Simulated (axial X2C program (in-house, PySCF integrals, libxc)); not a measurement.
Values are calculated unless marked as measured or tabulated.
**YbTe: input and output of an open-shell CI run**

Program: an in-house all-electron X2C program for linear molecules (integrals from PySCF).

Input and command:
```json
{"zs": [70, 52], "q": 0, "bas": ["dyall-v3z", "dyall-v3z"], "r0": 2.57, "metal": 0, "shells": [[3, [0, 1, 2, 3], 12], [0, [0], 1], [2, [1, 2], 1]], "fix": 1, "emax": 2.2, "nroots": 4}
```
```bash
python soci.py task.json out
```

Keys: zs atomic numbers; q charge; bas basis sets; r0 starting distance in Å; metal index of the metal atom; shells open shells as [l, |m| values, electrons]; fix electron count of the first shell held; emax energy window in eV; nroots roots for each Ω.

Output at R = 2.597 Å:

```
average of configuration f12 s1 d(πδ)1
basis functions 275  fitting functions 1418
iter      average energy  largest gradient
   1     -20838.705266908   5.63e+00
   2     -20839.701456890   1.43e+00
   3     -20839.758736620   6.01e-01
   4     -20839.766538980   6.14e-02
   5     -20839.766986803   3.46e-02
   6     -20839.767250073   1.05e-02
   7     -20839.767266686   1.23e-03
   8     -20839.767271882   1.33e-03
   9     -20839.767272240   1.31e-04
  10     -20839.767272444   4.31e-04
  11     -20839.767272523   1.12e-04
  12     -20839.767272539   8.19e-06
converged
CI levels
2*Omega        energy/Eh    cm-1   g(par)  dipole/D  leading shell counts
    8    -20839.91327001        0  11.429   -7.463  {'12 1 1': 0.984}
   10    -20839.91278154      107  13.932   -7.503  {'12 1 1': 0.991}
    6    -20839.91237431      197   8.795   -7.451  {'12 1 1': 0.98}
    4    -20839.91068145      568   6.145   -7.437  {'12 1 1': 0.977}
    2    -20839.90842889     1063   3.522   -7.425  {'12 1 1': 0.978}
    0    -20839.90583696     1631   0.000   -7.301  {'12 1 1': 0.998}
    0    -20839.90583494     1632   0.000   -7.567  {'12 1 1': 0.986}
    2    -20839.90388356     2060   2.032   -7.341  {'12 1 1': 0.776, '12 2 0': 0.203}
    0    -20839.90356288     2130   0.000   -7.062  {'12 2 0': 0.564, '12 1 1': 0.386, '12 0 2': 0.05}
   12    -20839.90328483     2191  12.265   -7.520  {'12 1 1': 0.991}
   14    -20839.90312804     2226  14.769   -7.532  {'12 1 1': 0.998}
    4    -20839.90308341     2236   4.244   -7.333  {'12 1 1': 0.722, '12 2 0': 0.253}
   10    -20839.90307379     2238   9.780   -7.519  {'12 1 1': 0.975}
    8    -20839.90270621     2318   7.630   -7.504  {'12 1 1': 0.94, '12 2 0': 0.051}
    6    -20839.90261463     2339   5.963   -7.437  {'12 1 1': 0.848, '12 2 0': 0.136}
    2    -20839.90251144     2361   1.638   -7.211  {'12 1 1': 0.638, '12 2 0': 0.329, '12 0 2': 0.033}
   16    -20839.90220985     2427  18.168   -7.527  {'12 1 1': 0.999}
   14    -20839.90152763     2577  15.118   -7.515  {'12 1 1': 0.999}
    8    -20839.90142192     2600   9.951   -7.440  {'12 1 1': 0.988}
    4    -20839.90052755     2797   3.773   -7.369  {'12 1 1': 0.82, '12 2 0': 0.161}
    6    -20839.90047008     2809   6.945   -7.456  {'12 1 1': 0.97}
   18    -20839.90040131     2824  21.987   -7.522  {'12 1 1': 0.999}
   12    -20839.90017681     2874  12.944   -7.502  {'12 1 1': 0.993}
   16    -20839.89986871     2941  19.555   -7.497  {'12 1 1': 0.999}
   10    -20839.89870369     3197  10.752   -7.499  {'12 1 1': 0.986}
   14    -20839.89802954     3345  17.242   -7.494  {'12 1 1': 0.998}
    4    -20839.89731222     3502   5.316   -7.326  {'12 1 1': 0.738, '12 2 0': 0.228, '12 0 2': 0.034}
    8    -20839.89723748     3519   8.556   -7.490  {'12 1 1': 0.965}
    6    -20839.89703362     3563   7.117   -7.113  {'12 2 0': 0.493, '12 1 1': 0.444, '12 0 2': 0.063}
    2    -20839.89637648     3708   3.418   -7.463  {'12 1 1': 0.904, '12 2 0': 0.077}
    0    -20839.89618162     3750   0.000   -7.472  {'12 1 1': 0.989}
    0    -20839.89563964     3869   0.000   -7.510  {'12 1 1': 0.918, '12 2 0': 0.066}
   12    -20839.89561199     3875  14.915   -7.496  {'12 1 1': 0.996}
   10    -20839.89312999     4420  12.366   -7.336  {'12 1 1': 0.793, '12 2 0': 0.18}
   12    -20839.88926366     5269  14.137   -7.054  {'12 2 0': 0.665, '12 1 1': 0.211, '12 0 2': 0.124}
    0    -20839.88828036     5485   0.000   -7.074  {'12 1 1': 0.981}
    0    -20839.88590652     6006   0.000   -7.371  {'12 1 1': 0.992}
    0    -20839.88296709     6651   0.000   -7.237  {'12 1 1': 0.912, '12 2 0': 0.057, '12 0 2': 0.03}
   14    -20839.87074467     9333  17.470   -7.342  {'12 1 1': 0.923, '12 0 2': 0.077}
   16    -20839.86499223    10596  18.609   -7.114  {'12 1 1': 0.864, '12 0 2': 0.136}
   16    -20839.85906934    11896  18.528   -7.344  {'12 1 1': 0.758, '12 0 2': 0.242}
   18    -20839.85001989    13882  20.094   -8.274  {'12 0 2': 1.0}
   20    -20839.84673060    14604  23.958   -8.552  {'12 0 2': 1.0}
   18    -20839.84279876    15467  21.624   -8.516  {'12 0 2': 0.999}
```

Dipoles in the output refer to the first atom as origin.

There is no dynamic correlation: spin–orbit spacings and, for f shells, spacings inside one term are the most reliable numbers, splittings between terms come out too wide, and energies between configurations are not reliable, so the lowest level need not be the ground state of the molecule. With the count in the first shell held, other counts are excluded: this configuration can lie several eV above the ground configuration of the molecule. At most 4 roots were kept for each Ω > 0 (twice that for Ω = 0) within 2.2 eV of the lowest, so higher up levels can be missing between those listed; levels with Ω > 0 are doubly degenerate and listed once, Ω = 0 levels singly. Some active spinors are only partly of the character that their shell is named for, so the shell names and counts are nominal. Along the bond the averaged SCF switches between close solutions, so this one may not be the lowest.
